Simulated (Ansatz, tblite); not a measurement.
Forces on the cluster Zn₃S₃⁻ at its B3LYP-D4/def2-SVPD geometry. Total charge -1; doublet.

The xTB rows come from tblite. At PBE-D4/def2-TZVPD the gap within one spin of the charge -1 doublet nearly closes, so an electron or hole may be smeared out by delocalisation error. Another isomer (doublet) lies 1.39 eV lower at PBE0-D4/def2-TZVPD; other spin states weren't run for this one.

GFN1-xTB (tblite), largest force 1.17 eV/Å:

```xyz
6
positions Å, forces eV/Å
Zn    0.392   -2.341    0.874    0.052   -0.380    0.738
Zn   -0.249    3.730   -1.989    0.167    0.722   -0.911
Zn   -0.213    0.588   -0.503    0.041   -0.265   -0.054
S    -0.703    2.670   -0.002   -0.173   -0.489    0.766
S     0.512   -3.229    2.794   -0.004    0.068   -0.276
S     0.260   -1.419   -1.174   -0.084    0.343   -0.263
```

GFN2-xTB (tblite), largest force 0.60 eV/Å:

```
Zn -0.002 -0.036 0.205
Zn 0.121 0.271 -0.517
Zn -0.018 0.074 0.112
S -0.149 -0.154 0.497
S 0.024 -0.126 0.181
S 0.024 -0.029 -0.478
```

PBE-D4/def2-TZVPD (Ansatz), largest force 0.35 eV/Å:

```
Zn -0.024 0.149 -0.090
Zn 0.016 -0.036 -0.015
Zn -0.019 0.154 -0.004
S 0.055 -0.333 -0.014
S -0.009 0.075 -0.224
S -0.019 -0.009 0.347
```
